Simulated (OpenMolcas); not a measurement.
OpenMolcas run: Cu3+

Cu3+ among 4 point charges of -1.5 e arranged as a square (D4h), 1.72 Å from the ion. With inversion symmetry the input lists one of each pair of outer charges.

Input:

```
&GATEWAY
Coord
1

Cu 0.0 0.0 0.0
Basis=ANO-RCC-VTZP
Group=XYZ
NoMove
AngMom=0.0 0.0 0.0
AMFI
XField
2 Angstrom 0
1.720000 0.000000 0.000000 -1.500000
0.000000 1.720000 0.000000 -1.500000
&SEWARD
* reference wave functions (RASSCF and RASSI steps not shown): 8 electrons in 5 orbitals (3d)
>>> COPY JOB001 $Project.JobIph
&CASPT2
Multistate=10 1 2 3 4 5 6 7 8 9 10
NoMult
Frozen=2 3
IPEA=0.25
Imaginary=0.1
MaxIter=60
WThr=0.0 0.3 0.05
PrWF=0.5
NoMix
>>> COPY JOB002 $Project.JobIph
&CASPT2
Multistate=15 1 2 3 4 5 6 7 8 9 10 11 12 13 14 15
NoMult
Frozen=2 3
IPEA=0.25
Imaginary=0.1
MaxIter=60
WThr=0.0 0.3 0.05
PrWF=0.5
NoMix
```

Launched by
```bash
OMP_NUM_THREADS=1 MOLCAS_MEM=1689 MOLCAS_PROJECT=a pymolcas a.inp > a.log  # once for each step of the input, in one work folder
```

Output, cut to the results:

```
--- CASPT2 ---
Orbital specifications:
      -----------------------

      Symmetry species                           1   2
                                                ag  au
      Frozen orbitals                            2   3
      Inactive orbitals                          1   3
      Active orbitals                            5   0
      Secondary orbitals                        22  23
      Deleted orbitals                           0   0
      Number of basis functions                 30  29
Type of calculation                        SS-CASPT2
      Fock operator                              state-specific
      IPEA shift                                 0.25
      Real shift                                 0.00
      Imaginary shift                            0.10
      The input orbitals will be transformed to quasi-canonical
Reference energy:       -1656.5465109064
      E2 (Non-variational):      -0.6110538057
      Shift correction:          -0.0000673878
      E2 (Variational):          -0.6111211936
      Total energy:           -1657.1576320999
      Residual norm:              0.0000000750
      Reference weight:           0.94851
      Contributions to the CASPT2 correlation energy
      Active & Virtual Only:         -0.2560016202
      One Inactive Excited:          -0.2697487541
      Two Inactive Excited:          -0.0853034314
Reference energy:       -1656.5465109064
      E2 (Non-variational):      -0.6110538049
      Shift correction:          -0.0000673878
      E2 (Variational):          -0.6111211927
      Total energy:           -1657.1576320991
      Residual norm:              0.0000000750
      Reference weight:           0.94851
      Contributions to the CASPT2 correlation energy
      Active & Virtual Only:         -0.2560016194
      One Inactive Excited:          -0.2697487541
      Two Inactive Excited:          -0.0853034314
::    CASPT2 Root  1     Total energy:  -1657.15763210
::    CASPT2 Root  2     Total energy:  -1657.15763210
::    CASPT2 Root  3     Total energy:  -1657.14878543
::    CASPT2 Root  4     Total energy:  -1657.14886788
::    CASPT2 Root  5     Total energy:  -1657.13462341
::    CASPT2 Root  6     Total energy:  -1657.13712528
::    CASPT2 Root  7     Total energy:  -1657.13712528
::    CASPT2 Root  8     Total energy:  -1657.07672013
::    CASPT2 Root  9     Total energy:  -1657.03437606
::    CASPT2 Root 10     Total energy:  -1657.03437607
--- CASPT2 ---
Orbital specifications:
      -----------------------

      Symmetry species                           1   2
                                                ag  au
      Frozen orbitals                            2   3
      Inactive orbitals                          1   3
      Active orbitals                            5   0
      Secondary orbitals                        22  23
      Deleted orbitals                           0   0
      Number of basis functions                 30  29
Type of calculation                        SS-CASPT2
      Fock operator                              state-specific
      IPEA shift                                 0.25
      Real shift                                 0.00
      Imaginary shift                            0.10
      The input orbitals will be transformed to quasi-canonical
Reference energy:       -1656.4726160218
      E2 (Non-variational):      -0.6247652222
      Shift correction:          -0.0000697372
      E2 (Variational):          -0.6248349594
      Total energy:           -1657.0974509813
      Residual norm:              0.0000000526
      Reference weight:           0.94680
      Contributions to the CASPT2 correlation energy
      Active & Virtual Only:         -0.2638211383
      One Inactive Excited:          -0.2687216044
      Two Inactive Excited:          -0.0922224796
Reference energy:       -1656.4569125316
      E2 (Non-variational):      -0.6277150280
      Shift correction:          -0.0000707132
      E2 (Variational):          -0.6277857412
      Total energy:           -1657.0846982728
      Residual norm:              0.0000000367
      Reference weight:           0.94612
      Contributions to the CASPT2 correlation energy
      Active & Virtual Only:         -0.2640016996
      One Inactive Excited:          -0.2704039522
      Two Inactive Excited:          -0.0933093763
::    CASPT2 Root  1     Total energy:  -1657.09745098
::    CASPT2 Root  2     Total energy:  -1657.08469827
::    CASPT2 Root  3     Total energy:  -1657.08469827
::    CASPT2 Root  4     Total energy:  -1657.07174787
::    CASPT2 Root  5     Total energy:  -1657.06985757
::    CASPT2 Root  6     Total energy:  -1657.06427637
::    CASPT2 Root  7     Total energy:  -1657.06005854
::    CASPT2 Root  8     Total energy:  -1657.03719717
::    CASPT2 Root  9     Total energy:  -1657.03719717
::    CASPT2 Root 10     Total energy:  -1657.00777255
::    CASPT2 Root 11     Total energy:  -1657.00599411
::    CASPT2 Root 12     Total energy:  -1656.99038527
::    CASPT2 Root 13     Total energy:  -1656.99038529
::    CASPT2 Root 14     Total energy:  -1656.98633280
::    CASPT2 Root 15     Total energy:  -1656.86048887
```

Spin-orbit levels above the lowest (labels of D4, the rotations of D4h), with the averaged single-state CASPT2 energies on the diagonal:

| E (cm-1) | Degeneracy | Label | 2S+1 | g |
| --- | --- | --- | --- | --- |
| 0 | 1 | A1 | 3 |  |
| 41 | 1 | A2 | 3 |  |
| 920 | 2 | E | 3 | 0.00 0.00 4.84 |
| 1540 | 1 | B2 | 3 |  |
| 2300 | 1 | B1 | 3 |  |
| 2590 | 1 | A1 | 3 |  |
| 2900 | 2 | E | 3 | 0.00 0.00 3.01 |
| 3250 | 2 | E | 3 | 0.00 0.00 5.63 |
| 3840 | 1 | B2 | 3 |  |
| 4690 | 1 | B1 | 3 |  |
| 5460 | 2 | E | 3 | 0.00 0.00 0.21 |
| 5730 | 1 | B2 | 3 |  |
| 6120 | 1 | A2 | 3 |  |
| 6490 | 1 | A1 | 3 |  |
| 7130 | 2 | E | 3 | 0.00 0.00 0.72 |
| 7200 | 1 | B1 | 3 |  |
| 14630 | 1 | A1 | 1 |  |
| 16930 | 2 | E | 1 (79 %) | 0.00 0.00 2.29 |
| 19090 | 1 | A1 | 3 |  |
| 19550 | 2 | E | 3 (81 %) | 0.00 0.00 3.56 |

An orbital doublet at a regular site is open to a Jahn-Teller distortion, which this geometry leaves out. This shell can be high or low spin here, a state of another spin lies low, and with metal d orbitals alone active their balance is uncertain, so the ground spin may be wrong. Point charges give a weaker field than real ligands, and real ions of this kind are often low spin; the high spin found here belongs to the model. Free-ion shares, where given, are those of the reference states; single-state CASPT2 does not remix them. Point charges carry no covalency, so the field is a model and not that of real ligands. No measured value stands beside these numbers.

The CASPT2 steps took 2.8 s on 1 thread of Intel(R) Xeon(R) Platinum 8488C (Sapphire Rapids), on a shared host; the integral step is not counted.

With an even number of electrons the g values are those of a degenerate or nearly degenerate non-Kramers pair.
